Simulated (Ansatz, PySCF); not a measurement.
Reaction R1 → P1 + P2, each structure at its B3LYP-D3(BJ)/def2-TZVP stationary point, reached from a drawn start (curvature not checked).
R1: CH6O3Si (SMILES C[Si](O)(O)O), charge 0, multiplicity 1.
P1, CH3 (SMILES [CH3]) (charge 0, multiplicity 2):
```xyz
4

C      0.0000     0.0000     0.0000
H      1.0685    -0.1474     0.0293
H     -0.6611    -0.8516    -0.0426
H     -0.4073     0.9991     0.0133
```
P2, H3O3Si (SMILES O[Si](O)O) (charge 0, multiplicity 2, Z-matrix in Å and degrees):
```
Si
O 1 1.6473
H 2 0.9618 1 117.64
O 1 1.6473 2 108.19 3 -59.48
H 4 0.9618 1 117.64 2 -176.43
O 1 1.6473 2 108.19 3 -176.46
H 6 0.9618 1 117.64 2 -59.49
```

Quantity: the reaction energy.

P less R. No zero-point or thermal terms; singlets are restricted closed shells; open shells are unrestricted. One arrangement of each flexible species, with no search for the lowest.

Frozen-core correlation throughout.

Codes used: Ansatz (Gaussian orbitals); PySCF for the D3/D4 terms. Each number belongs to the level named beside it.

Costs are ratios of core time to PBE/def2-TZVPP (roughly 12 s), for whole runs (searches for the state included, and forces where a run took them) on one shared machine, so rough; each difference counts from 418.0 kJ/mol (CCSD(T)/cc-pV(T+d)Z, a level with limits of its own).

```json
[
 {"level": "SVWN5/def2-TZVPP", "basis functions": "250", "cost": "×0.7"},
 {"level": "PBE/def2-TZVPP", "basis functions": "250", "cost": "×1"},
 {"level": "PBE-D3(BJ)/def2-TZVPP", "basis functions": "250", "cost": "×1"},
 {"level": "revPBE-D3(BJ)/def2-TZVPP", "basis functions": "250", "cost": "×1"},
 {"level": "B3LYP-D3(BJ)/def2-TZVPP", "basis functions": "250", "cost": "×1"},
 {"level": "PBE0/def2-TZVPP", "basis functions": "250", "cost": "×1"},
 {"level": "PBE0-D3(BJ)/def2-TZVPP", "basis functions": "250", "cost": "×1"},
 {"level": "BHLYP/def2-TZVPP", "basis functions": "250", "cost": "×2"},
 {"level": "BHLYP-D3(BJ)/def2-TZVPP", "basis functions": "250", "cost": "×2"},
 {"level": "B2PLYP-D3(BJ)/def2-TZVPP", "basis functions": "250", "cost": "×2"},
 {"level": "B97M-V/def2-TZVPP", "basis functions": "250", "cost": "×3"},
 {"level": "CCSD(T)/cc-pV(D+d)Z", "basis functions": "109", "cost": "×4"}
]
```

### Question
Which is the cheapest listed level whose difference stays within 4.2 kJ/mol?

### Answer
B97M-V/def2-TZVPP (2.1 kJ/mol, cost ×3).

Each difference (kJ/mol): SVWN5/def2-TZVPP 47.1; PBE/def2-TZVPP -21.9; PBE-D3(BJ)/def2-TZVPP -15.0; revPBE-D3(BJ)/def2-TZVPP -29.2; B3LYP-D3(BJ)/def2-TZVPP -15.1; PBE0/def2-TZVPP -14.6; PBE0-D3(BJ)/def2-TZVPP -8.4; BHLYP/def2-TZVPP -20.2; BHLYP-D3(BJ)/def2-TZVPP -10.9; B2PLYP-D3(BJ)/def2-TZVPP -7.0; B97M-V/def2-TZVPP 2.1; CCSD(T)/cc-pV(D+d)Z -8.4.

Ansatz is an electronic-structure program.
